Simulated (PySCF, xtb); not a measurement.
C3H7NSi, SMILES C=C=CN[SiH3]. One conformer was computed; it need not be the lowest.

Harmonic wavenumbers (cm⁻¹) from xtb with GFN2-xTB at its own minimum, in rising order: 93, 104, 146, 225, 246, 265, 550, 558, 584, 663, 754, 778, 810, 825, 845, 869, 996, 1049, 1223, 1324, 1358, 1468, 2082, 2221, 2245, 2261, 3011, 3035, 3040, 3486.

Problem. What does PBE-D3(BJ)/def2-SVP run with PySCF 2.14.0 give at its own minimum? (Estimate from the structure and the level; the computed values follow.)

Solution. 104, 131, 145, 209, 253, 270, 585, 600, 683, 701, 786, 846, 863, 886, 905, 945, 972, 995, 1182, 1324, 1355, 1453, 2015, 2156, 2161, 2184, 3011, 3070, 3084, 3569. Paired by order, the mean absolute difference is 41 cm⁻¹ and the zero-point energies are 53.1 and 53.5 kcal/mol.
